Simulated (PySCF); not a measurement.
Br2GaHO. Atoms are numbered in the order given.

```xyz
5

Ga     0.5588     0.0066     0.0000
Br    -0.5640    -1.9701     0.0000
Br    -0.5406     1.9792     0.0000
O      2.3258     0.0392     0.0000
H      2.7293    -0.8365     0.0000
```
Charge 0, spin multiplicity 1.

Coordinates come from a PBE0-D3(BJ)/def2-SVP optimisation. The structure was generated by enumeration; whether it is a known compound was not checked. The values are those of a single conformer.

Computed with M06-2X/def2-TZVP run with PySCF.

Problem. Estimate the frontier levels, gap, dipole moment and polarisability. (The exact figures need the calculation; the answer reports its results.)

Solution. 
```yaml
highest_occupied_level: -9.95 eV
lowest_empty_level: -0.89 eV
orbital_gap: 9.06 eV
dipole_moment: 1.34 D
quadrupole, principal values (traceless, Buckingham form, about the centre of nuclear charge): -8.38, 3.32, 5.06 D·Å
mean_static_polarisability: 66.9 bohr³ (9.91 Å³)
polarisability_principal_values: 48.8, 65.5, 86.3 bohr³
```
